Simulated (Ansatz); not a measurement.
Geometry optimisation, RKS PBE/6-31G (Ansatz 0.2.0).

The input (input.yaml):

```yaml
crystal:
  periodic: [false, false, false]
  atoms:
    - { symbol: "N", position_ang: [-1.1178, 1.6388, -1.6002] }
    - { symbol: Al, position_ang: [-0.3373, 0.2748, -0.6235] }
    - { symbol: "N", position_ang: [-0.1517, -1.621, -0.6812] }
    - { symbol: C, position_ang: [0.6882, -1.883, 0.3946] }
    - { symbol: Si, position_ang: [0.8078, -0.1461, 1.0225] }
    - { symbol: H, position_ang: [-0.9963, 2.5822, -1.0817] }
    - { symbol: H, position_ang: [-2.1678, 1.5063, -1.5782] }
    - { symbol: H, position_ang: [1.0375, -2.8061, 0.7961] }
    - { symbol: H, position_ang: [0.12, 0.0743, 2.3659] }
    - { symbol: H, position_ang: [2.2004, 0.3286, 0.9887] }
basis:
  gaussian: { orbitals: "6-31G" }
hamiltonian:
  xc: pbe
relax:
  f_tol: 0.02
  max_steps: 50
output:
  orbitals: {}
```

Run as:

```bash
$ ansatz run input.yaml --threads 1 --pin off --max-ram 2048MiB --backend cpu --events-out ev --progress --plain --runs-dir out
```

**Question.** Where does it end, and by what steps?

**Answer.** The forces met the threshold. Limits of this set-up: no polarisation functions. After 9 steps the energy has fallen by 2.712 eV; H7 moved furthest, 0.77 Å.

```
step  energy less start (eV)  largest force component (eV/Å)  accepted
   0                  0.0000                           6.672       yes
   1                 -1.9097                           2.398       yes
   2                 -2.3064                           1.565       yes
   3                 -2.5595                           1.004       yes
   4                 -2.6721                           0.564       yes
   5                 -2.6824                           0.246       yes
   6                 -2.7103                           0.059       yes
   7                 -2.7118                           0.026       yes
   8                 -2.7120                           0.024       yes
   9                 -2.7120                           0.016       yes
```

```xyz
10
Properties=species:S:1:pos:R:3
N -1.396 1.607 -1.496
Al -0.439 0.450 -0.503
N -0.307 -1.492 -0.705
C 0.497 -1.729 0.301
Si 1.075 -0.130 1.354
H -1.428 2.614 -1.341
H -1.966 1.323 -2.295
H 0.825 -2.759 0.538
H 0.652 -0.107 2.819
H 2.570 0.170 1.330
```

Whether the end is a true minimum wasn't checked by a vibrational analysis.

The run took 23 s on 1 thread of Intel(R) Xeon(R) 6975P-C (Granite Rapids), on a shared host, peak memory 0.19 GiB.
